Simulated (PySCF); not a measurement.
## InF from Hartree–Fock to correlated methods

State: ¹Σ⁺ (singlet), closed shell. Set-up: basis In def2-SVP with ECP28, F def2-SVP; scalar-relativistic core potentials; PySCF 2.14. De refers to In + F in their high-spin ground configurations, without counterpoise correction. A positive dipole means In(−)F(+).

| Level | Re (Å) | ωe (cm⁻¹) | De (eV) | μ (D) | CPU s a point (SCF and correlation, without the integrals) |
| --- | --- | --- | --- | --- | --- |
| RHF | 1.985 | 580 | 3.52 | -3.06 | 0.04 |
| RHF-MP2 | 1.992 | 580 | 5.32 | n/a | 0.061 |
| RHF-SCS-MP2 | 1.994 | 577 | 5.16 | n/a | n/a |
| RHF-CCSD | 1.994 | 576 | 4.94 | n/a | n/a |
| RHF-CCSD(T) | 1.996 | 573 | 5.02 | n/a | 0.76 |
| PBE | 2.017 | 542 | 5.67 | -2.66 | 0.47 |
| PBEsol | 2.001 | 557 | 5.92 | -2.58 | 0.34 |
| revPBE | 2.028 | 530 | 5.42 | -2.71 | 0.33 |
| r²SCAN | 1.996 | 565 | 5.44 | -2.70 | 0.63 |
| r²SCANh | 1.991 | 571 | 5.30 | -2.77 | 0.6 |
| PBE0 | 1.996 | 565 | 5.26 | -2.86 | 0.74 |
| HSE06 | 1.996 | 566 | 5.27 | -2.86 | 0.72 |

The bond length runs from 1.985 Å (RHF) to 2.028 Å (revPBE). De spans 3.52 eV (RHF, mean field) to 5.92 eV (PBEsol, GGA). Correlation at CCSD(T) changes the Hartree–Fock bond energy by +1.50 eV; the triples alone change it by +0.08 eV.

Correlated steps freeze 5 core orbitals. Correlated levels converge slowly with the basis: in double zeta they bind strong bonds too weakly, by up to about 1 eV, and carry superposition errors of some tenths. Spin–orbit coupling is left out, which matters for elements this heavy, above all for dissociation energies. Where the molecule has an RHF reference, its open-shell atoms are computed with UHF.

The whole job (state search and all levels along the bond) took about 1.1 min on 1 thread of Intel Xeon Platinum 8375C @ 2.90GHz (shared host), peak memory 0.43 GiB.
